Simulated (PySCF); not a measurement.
Molfile (atoms numbered from 1):
```
C6H16N2
     RDKit          3D

 24 23  0  0  0  0  0  0  0  0999 V2000
    2.0283   -1.4246   -0.5508 C   0  0  0  0  0  0  0  0  0  0  0  0
    1.8891   -0.1845    0.3153 C   0  0  0  0  0  0  0  0  0  0  0  0
    0.4722    0.0447    0.8404 C   0  0  1  0  0  0  0  0  0  0  0  0
    0.3965    1.2682    1.7523 C   0  0  0  0  0  0  0  0  0  0  0  0
   -0.5036    0.0538   -0.2462 N   0  0  0  0  0  0  0  0  0  0  0  0
   -0.4159    1.1444   -1.1842 C   0  0  0  0  0  0  0  0  0  0  0  0
   -1.7976   -0.1735    0.2230 N   0  0  0  0  0  0  0  0  0  0  0  0
   -2.5748   -1.0240   -0.6437 C   0  0  0  0  0  0  0  0  0  0  0  0
    1.7484   -2.3300    0.0112 H   0  0  0  0  0  0  0  0  0  0  0  0
    3.0619   -1.5548   -0.9061 H   0  0  0  0  0  0  0  0  0  0  0  0
    1.3627   -1.3703   -1.4242 H   0  0  0  0  0  0  0  0  0  0  0  0
    2.5586   -0.2556    1.1889 H   0  0  0  0  0  0  0  0  0  0  0  0
    2.2305    0.7079   -0.2395 H   0  0  0  0  0  0  0  0  0  0  0  0
    0.1897   -0.8382    1.4371 H   0  0  0  0  0  0  0  0  0  0  0  0
    0.7033    2.1891    1.2307 H   0  0  0  0  0  0  0  0  0  0  0  0
    1.0580    1.1464    2.6235 H   0  0  0  0  0  0  0  0  0  0  0  0
   -0.6273    1.4092    2.1321 H   0  0  0  0  0  0  0  0  0  0  0  0
    0.6067    1.2370   -1.5786 H   0  0  0  0  0  0  0  0  0  0  0  0
   -0.7045    2.1293   -0.7533 H   0  0  0  0  0  0  0  0  0  0  0  0
   -1.0773    0.9485   -2.0422 H   0  0  0  0  0  0  0  0  0  0  0  0
   -2.2886    0.7066    0.4050 H   0  0  0  0  0  0  0  0  0  0  0  0
   -2.1165   -2.0234   -0.6848 H   0  0  0  0  0  0  0  0  0  0  0  0
   -2.6761   -0.6583   -1.6873 H   0  0  0  0  0  0  0  0  0  0  0  0
   -3.5878   -1.1291   -0.2253 H   0  0  0  0  0  0  0  0  0  0  0  0
  1  2  1  0
  2  3  1  0
  3  4  1  0
  3  5  1  0
  5  6  1  0
  5  7  1  0
  7  8  1  0
  1  9  1  0
  1 10  1  0
  1 11  1  0
  2 12  1  0
  2 13  1  0
  3 14  1  1
  4 15  1  0
  4 16  1  0
  4 17  1  0
  6 18  1  0
  6 19  1  0
  6 20  1  0
  7 21  1  0
  8 22  1  0
  8 23  1  0
  8 24  1  0
M  END
```

Geometry: PBE0-D3(BJ)/def2-SVP; GIAO shifts from PySCF 2.14.0 with density-fitted response routines, gas phase, non-relativistic, averaged over equivalent atoms.

At PBE0/pcSseg-1 (216 basis functions, 43 s wall time on 1 thread of an Arm Neoverse V1, shared host):
| atoms | δ (ppm) |
| --- | --- |
| C3 | 63.7 |
| C8 | 36.5 |
| C2 | 30.2 |
| C6 | 28.8 |
| C1 | 12.9 |
| C4 | 12.0 |
| N7 | 103.5 |
| N5 | 85.2 |
| H14 | 2.63 |
| H22/H23/H24 | 2.50 |
| H18/H19/H20 | 2.03 |
| H12 | 1.12 |
| H13 | 1.05 |
| H9/H10/H11 | 1.01 |
| H21 | 1.00 |
| H15/H16/H17 | 0.76 |

δ = σ(ref) − σ, references computed at the same level: 13C (184.41 ppm), 1H (31.27 ppm) against TMS; 15N (265.67 ppm) against NH3.

Problem. Estimate the result of repeating the calculation with B97-2/pcSseg-1.

Solution. 
| atoms | δ at B97-2/pcSseg-1 | change |
| --- | --- | --- |
| C3 | 63.2 | -0.5 |
| C8 | 36.6 | +0.1 |
| C2 | 30.2 | +0.0 |
| C6 | 29.2 | +0.4 |
| C1 | 13.5 | +0.6 |
| C4 | 12.4 | +0.4 |
| N7 | 101.7 | -1.8 |
| N5 | 84.2 | -1.0 |
| H14 | 2.63 | +0.00 |
| H22/H23/H24 | 2.50 | +0.00 |
| H18/H19/H20 | 2.05 | +0.02 |
| H12 | 1.13 | +0.01 |
| H13 | 1.07 | +0.02 |
| H9/H10/H11 | 1.03 | +0.02 |
| H21 | 1.07 | +0.07 |
| H15/H16/H17 | 0.78 | +0.02 |

References, each an isolated molecule treated in the same way: 13C (183.69 ppm), 1H (31.38 ppm) vs TMS; NH3 for 15N (262.91 ppm).

The largest change is at N7 (nitrogen bonded to O or N). Cost: 216 basis functions, 40 s wall time on 1 thread of an Arm Neoverse V1, shared host. The order of the carbon signals is the same at both levels.

Experimental scales use liquid or dissolved standards, which lie at an offset from isolated NH3 (liquid NH3: subtract about 20 ppm).
